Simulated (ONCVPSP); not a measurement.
Pseudopotential generation for bismuth (Bi): ONCV, PBE, scalar-relativistic.

ONCVPSP 4.0.1 was run on this input:

```
# ATOM AND REFERENCE CONFIGURATION
# atsym  z   nc   nv     iexc    psfile
  Bi 83.00   10    5        4      upf
#
#   n    l    f
    1    0    2.00
    2    0    2.00
    2    1    6.00
    3    0    2.00
    3    1    6.00
    3    2   10.00
    4    0    2.00
    4    1    6.00
    4    2   10.00
    4    3   14.00
    5    0    2.00
    5    1    6.00
    5    2   10.00
    6    0    2.00
    6    1    2.00
#
# PSEUDOPOTENTIAL AND OPTIMIZATION
# lmax
    2
#
#   l,   rc,      ep,       ncon, nbas, qcut
    0    1.55    0.00    4    8    9.10
    1    1.70    0.00    3    6    8.10
    2    1.95    0.00    4    9    8.40
#
# LOCAL POTENTIAL
# lloc, lpopt,  rc(5),   dvloc0
    4    4    1.25    3.00
#
# VANDERBILT-KLEINMAN-BYLANDER PROJECTORs
# l, nproj, debl
    0    2    0.40
    1    2    1.70
    2    1    2.40
#
# MODEL CORE CHARGE
# icmod, fcfact, rcfact
    3    2.25    1.10
#
# LOG DERIVATIVE ANALYSIS
# epsh1, epsh2, depsh
   -8.00    5.00    0.04
#
# OUTPUT GRID
# rlmax, drl
    6.00    0.01
#
# TEST CONFIGURATIONS
# ncnf
    4
# nvcnf
#   n    l    f
    5
    5    0    2.00
    5    1    6.00
    5    2   10.00
    6    0    2.00
    6    1    3.00
#
    5
    5    0    2.00
    5    1    6.00
    5    2   10.00
    6    0    2.00
    6    1    1.00
#
    5
    5    0    2.00
    5    1    6.00
    5    2   10.00
    6    0    2.00
    6    1    0.00
#
    5
    5    0    2.00
    5    1    6.00
    5    2   10.00
    6    0    1.00
    6    1    3.00
#
```

Command:

```bash
oncvpsp.x < Bi.dat > Bi.out
```

Output (shortened: citation, most of the input echo, consistency checks and plot data are left out):

```
ONCVPSP  (Optimized Norm-Conservinng Vanderbilt PSeudopotential)
scalar-relativistic version 4.0.1

#   n    l    f        energy (Ha)
    1    0    2.00    -3.3330554E+03
    2    0    2.00    -5.9909457E+02
    2    1    6.00    -5.1238174E+02
    3    0    2.00    -1.4484215E+02
    3    1    6.00    -1.2007609E+02
    3    2   10.00    -9.5241801E+01
    4    0    2.00    -3.3477326E+01
    4    1    6.00    -2.5365157E+01
    4    2   10.00    -1.6104200E+01
    4    3   14.00    -5.9074101E+00
    5    0    2.00    -6.0979191E+00
    5    1    6.00    -3.8219456E+00
    5    2   10.00    -1.2932538E+00
    6    0    2.00    -8.1253368E-01
    6    1    2.00    -4.2038539E-01

Reference configufation results
  iterations    23
  all-electron total energy (Ha)   -2.15304800D+04

Begin loop to  construct optimized pseudo wave functions
and semi-local pseudopoentials for all angular momenta

Calculating optimized projector #   1

 for l=   0

    Fraction of norm inside rc  0.987830
    Optimizing pswf for qcut=   9.11 a_B^-1,  ecut=  41.50 Ha
    Residual kinetic energy error=  2.36D-07 Ha

    Energy error per electron        Cutoff
         Ha          eV             Ha
         0.01000     0.27211       20.41
         0.00100     0.02721       27.12
         0.00010     0.00272       32.10
         0.00001     0.00027       36.20

Calculating optimized projector #   2

 for l=   0

    Fraction of norm inside rc  0.192800
    Optimizing pswf for qcut=   9.11 a_B^-1,  ecut=  41.50 Ha
    Residual kinetic energy error=  1.98D-06 Ha

    Energy error per electron        Cutoff
         Ha          eV             Ha
         0.01000     0.27211       20.81
         0.00100     0.02721       28.69
         0.00010     0.00272       34.06
         0.00001     0.00027       38.48

Calculating optimized projector #   1

 for l=   1

    Fraction of norm inside rc  0.977904
    Optimizing pswf for qcut=   8.11 a_B^-1,  ecut=  32.86 Ha
    Residual kinetic energy error=  1.82D-07 Ha

    Energy error per electron        Cutoff
         Ha          eV             Ha
         0.01000     0.27211       16.20
         0.00100     0.02721       20.22
         0.00010     0.00272       23.72
         0.00001     0.00027       26.60

Calculating optimized projector #   2

 for l=   1

    Fraction of norm inside rc  0.098674
    Optimizing pswf for qcut=   8.11 a_B^-1,  ecut=  32.86 Ha
    Residual kinetic energy error=  4.27D-07 Ha

    Energy error per electron        Cutoff
         Ha          eV             Ha
         0.01000     0.27211       12.77
         0.00100     0.02721       16.88
         0.00010     0.00272       20.07
         0.00001     0.00027       22.71

Calculating optimized projector #   1

 for l=   2

    Fraction of norm inside rc  0.923084
    Optimizing pswf for qcut=   8.40 a_B^-1,  ecut=  35.24 Ha
    Residual kinetic energy error=  2.14D-07 Ha

    Energy error per electron        Cutoff
         Ha          eV             Ha
         0.01000     0.27211       19.86
         0.00100     0.02721       24.48
         0.00010     0.00272       28.30
         0.00001     0.00027       31.03

Construct Vanderbilt / Kleinmman-Bylander projectors

B matrix Hermiticity error, ll=   0
   1   2    1.4741E-03

  Orthonormal projector coefficients  5.9354E+00 -9.0974E-01

B matrix Hermiticity error, ll=   1
   1   2    6.0034E-04

  Orthonormal projector coefficients  1.2637E+00 -9.7999E-01

Model core correction analysis
  based on d2Exc/dn_idn_j

d2excae - all-electron derivatives

   -3.180643D-02   -2.741786D-02   -1.686130D-02   -2.524099D-03
   -1.554482D-03
   -2.741791D-02   -2.674550D-02   -1.980038D-02   -3.334940D-03
   -1.573390D-03
   -1.686136D-02   -1.980041D-02   -2.042322D-02   -9.051132D-03
   -4.156989D-03
   -2.524048D-03   -3.334772D-03   -9.050681D-03   -2.462915D-02
   -2.050822D-02
   -1.554483D-03   -1.573312D-03   -4.156413D-03   -2.050689D-02
   -2.575666D-02

d2excps - pseudofunction derivatives with no core correction

   -5.314402D-02   -3.708059D-02   -1.901118D-02   -5.346831D-03
   -2.541497D-03
   -3.708213D-02   -3.304225D-02   -2.169135D-02   -4.630576D-03
   -2.232111D-03
   -1.901138D-02   -2.169147D-02   -2.191513D-02   -9.362454D-03
   -4.321721D-03
   -5.348158D-03   -4.630465D-03   -9.362002D-03   -2.495780D-02
   -2.062484D-02
   -2.541729D-03   -2.232067D-03   -4.321143D-03   -2.062350D-02
   -2.581387D-02

rms 2nd derivative error    5.377113E-03

rmatch, rhocmatch    0.7014   31.5695

Teter function model core charge with specified parameters

d2excps - pseudofunction derivatives with core correction

   -3.959331D-02   -3.219812D-02   -1.796195D-02   -3.662117D-03
   -2.053435D-03
   -3.219830D-02   -3.021201D-02   -2.100573D-02   -4.042162D-03
   -1.954959D-03
   -1.796211D-02   -2.100580D-02   -2.180844D-02   -9.228174D-03
   -4.246012D-03
   -3.662128D-03   -4.042017D-03   -9.227721D-03   -2.474945D-02
   -2.056719D-02
   -2.053467D-03   -1.954898D-03   -4.245435D-03   -2.056586D-02
   -2.578787D-02

rms 2nd derivative error    2.281084E-03

Pseudoatom total energy -216.216951

Diagnostic tests using Vanderbilt-Kleinman-Bylander pseudopotentials
  1 or more projectors used as specified by nproj input data

   l    rcore       rmatch      e in        delta e   norm test  slope test

   0   1.5541243   1.6013109  -6.0979191   0.0000072   1.0004861   1.0004448
   0   1.5541243   1.6013109  -0.8125337   0.0000027   1.0000452   1.0000324

   1   1.7000256   1.7516421  -3.8219456   0.0000053   1.0003232   1.0003087
   1   1.7000256   1.7516421  -0.4203854   0.0000102   1.0000528   1.0000218

   2   1.9507833   2.0100133  -1.2932538  -0.0000021   0.9999945   1.0000038

 Testing for bound ghosts
   n   l    E NL Schr. Eq   E Basis Diag.   E Cutoff

   1   0       -6.097912       -6.097912    110.17
   2   0       -0.812531       -0.802817    110.17

   2   1       -3.821940       -3.821931     54.55
   3   1       -0.420375       -0.391524     54.55

   3   2       -1.293256       -1.293251     91.00

 Testing for highly-localized positive-energy ghosts
       l    <radius>/rc     E Basis Diag.   E Cutoff

Test configuration 0

   n   l     f        eae           eps        diff
   1   0  2.0000-3333.05543613
   2   0  2.0000 -599.09456519
   2   1  6.0000 -512.38174460
   3   0  2.0000 -144.84215052
   3   1  6.0000 -120.07608831
   3   2 10.0000  -95.24180094
   4   0  2.0000  -33.47732570
   4   1  6.0000  -25.36515734
   4   2 10.0000  -16.10420016
   4   3 14.0000   -5.90741012
   5   0  2.0000   -6.09791913   -6.09791191    7.22D-06
   5   1  6.0000   -3.82194559   -3.82194031    5.28D-06
   5   2 10.0000   -1.29325378   -1.29325585   -2.07D-06
   6   0  2.0000   -0.81253368   -0.81253095    2.73D-06
   6   1  2.0000   -0.42038539   -0.42037518    1.02D-05

    Total energies and differences
      AE_ref= -2.15304800D+04  AE_tst= -2.15304800D+04  dif=  0.00D+00
      PS_ref= -2.16216951D+02  PS_tst= -2.16216951D+02  dif= -1.36D-12
      PSP excitation error=  1.36D-12

Test configuration 1

   n   l     f        eae           eps        diff
   1   0  2.0000-3332.75421798
   2   0  2.0000 -598.79428078
   2   1  6.0000 -512.08138403
   3   0  2.0000 -144.54214705
   3   1  6.0000 -119.77607724
   3   2 10.0000  -94.94182022
   4   0  2.0000  -33.17748489
   4   1  6.0000  -25.06533529
   4   2 10.0000  -15.80441584
   4   3 14.0000   -5.60767186
   5   0  2.0000   -5.79868576   -5.79824513    4.41D-04
   5   1  6.0000   -3.52272823   -3.52250463    2.24D-04
   5   2 10.0000   -0.99525491   -0.99525450    4.08D-07
   6   0  2.0000   -0.53201880   -0.53200896    9.84D-06
   6   1  3.0000   -0.16798113   -0.16797286    8.27D-06

    Total energies and differences
      AE_ref= -2.15304800D+04  AE_tst= -2.15307709D+04  dif= -2.91D-01
      PS_ref= -2.16216951D+02  PS_tst= -2.16507878D+02  dif= -2.91D-01
      PSP excitation error=  1.25D-04

Test configuration 2

   n   l     f        eae           eps        diff
   1   0  2.0000-3333.40610918
   2   0  2.0000 -599.44336830
   2   1  6.0000 -512.73069052
   3   0  2.0000 -145.19035973
   3   1  6.0000 -120.42431021
   3   2 10.0000  -95.58997175
   4   0  2.0000  -33.82515042
   4   1  6.0000  -25.71293290
   4   2 10.0000  -16.45189017
   4   3 14.0000   -6.25499593
   5   0  2.0000   -6.44427639   -6.44522550   -9.49D-04
   5   1  6.0000   -4.16807317   -4.16854606   -4.73D-04
   5   2 10.0000   -1.63658387   -1.63660197   -1.81D-05
   6   0  2.0000   -1.12842244   -1.12847115   -4.87D-05
   6   1  1.0000   -0.70538934   -0.70540299   -1.36D-05

    Total energies and differences
      AE_ref= -2.15304800D+04  AE_tst= -2.15299197D+04  dif=  5.60D-01
      PS_ref= -2.16216951D+02  PS_tst= -2.15656352D+02  dif=  5.61D-01
      PSP excitation error= -2.68D-04

Test configuration 3

   n   l     f        eae           eps        diff
   1   0  2.0000-3333.79630808
   2   0  2.0000 -599.83066026
   2   1  6.0000 -513.11819751
   3   0  2.0000 -145.57669255
   3   1  6.0000 -120.81066066
   3   2 10.0000  -95.97625210
   4   0  2.0000  -34.21082918
   4   1  6.0000  -26.09852509
   4   2 10.0000  -16.83734096
   4   3 14.0000   -6.64027407
   5   0  2.0000   -6.82744064   -6.82997070   -2.53D-03
   5   1  6.0000   -4.55066436   -4.55193778   -1.27D-03
   5   2 10.0000   -2.01443891   -2.01451245   -7.35D-05
   6   0  2.0000   -1.46991859   -1.47010024   -1.82D-04

    Total energies and differences
      AE_ref= -2.15304800D+04  AE_tst= -2.15290619D+04  dif=  1.42D+00
      PS_ref= -2.16216951D+02  PS_tst= -2.14798044D+02  dif=  1.42D+00
      PSP excitation error= -7.38D-04

Test configuration 4

   n   l     f        eae           eps        diff
   1   0  2.0000-3333.12311711
   2   0  2.0000 -599.16099471
   2   1  6.0000 -512.44806031
   3   0  2.0000 -144.90911441
   3   1  6.0000 -120.14303534
   3   2 10.0000  -95.30865642
   4   0  2.0000  -33.54446721
   4   1  6.0000  -25.43223607
   4   2 10.0000  -16.17118374
   4   3 14.0000   -5.97436566
   5   0  2.0000   -6.16444994   -6.16577292   -1.32D-03
   5   1  6.0000   -3.88790460   -3.88821852   -3.14D-04
   5   2 10.0000   -1.35446080   -1.35431162    1.49D-04
   6   0  1.0000   -0.85227564   -0.85242870   -1.53D-04
   6   1  3.0000   -0.44926315   -0.44927469   -1.15D-05

    Total energies and differences
      AE_ref= -2.15304800D+04  AE_tst= -2.15300825D+04  dif=  3.98D-01
      PS_ref= -2.16216951D+02  PS_tst= -2.15819229D+02  dif=  3.98D-01
      PSP excitation error= -1.47D-04
```

The run took about 3 s on one core of a shared server CPU.
